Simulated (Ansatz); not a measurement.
Basis sets compared for the cluster Li₅ (the lowest doublet isomer of a short search). The state is a doublet with charge 0. Geometry PBE/def2-TZVP. Ansatz on 4 threads of Intel Xeon Platinum 8488C on a shared host; times are rough, and most runs start from earlier orbitals.

```xyz
5

Li   -1.2999    0.0798    2.2177
Li    1.3295   -0.0932   -2.1983
Li    0.0407   -1.7101    0.0971
Li    1.1146    1.1608    0.6242
Li   -1.1848    0.5627   -0.7407
```

B3LYP takes the VWN-RPA correlation. At PBE/def2-SVP, PBE/def2-TZVP, PBE/def2-TZVPD, PBE0/def2-SVP and others the charge 0 doublet is spin-contaminated (final ⟨S²⟩ up to 1.03, 0.75 for a pure state). The structure comes from a short search, and lower isomers may exist.

Binding counts from free atoms (Li doublet) in the same basis, without a counterpoise term.

```csv
level,functions,energy (Eh),HOMO (eV),LUMO (eV),binding per atom (eV),wall time
PBE/def2-SVP,45,-37.4086,-2.68,-2.28,0.76,0.65 s
PBE/def2-TZVP,70,-37.4409,-2.73,-2.35,0.71,0.85 s
B3LYP/6-31G,45,-37.5721,-2.90,-1.81,0.64,0.9 s
B3LYP/def2-TZVP,70,-37.5818,-2.94,-1.85,0.64,2 s
PBE0/def2-SVP,45,-37.4300,-3.12,-1.73,0.72,0.8 s
PBE0/def2-TZVP,70,-37.4616,-3.19,-1.81,0.69,2.9 s
```

Problem. Estimate the rows for PBE/def2-TZVPD, PBE0/def2-TZVPD.

Solution. 
```json
{"level": "PBE/def2-TZVPD", "functions": "85", "energy (Eh)": "-37.4412", "HOMO (eV)": "-2.73", "LUMO (eV)": "-2.36", "binding per atom (eV)": "0.72", "wall time": "1.4 s"}
{"level": "PBE0/def2-TZVPD", "functions": "85", "energy (Eh)": "-37.4619", "HOMO (eV)": "-3.19", "LUMO (eV)": "-1.82", "binding per atom (eV)": "0.69", "wall time": "1.4 s"}
```
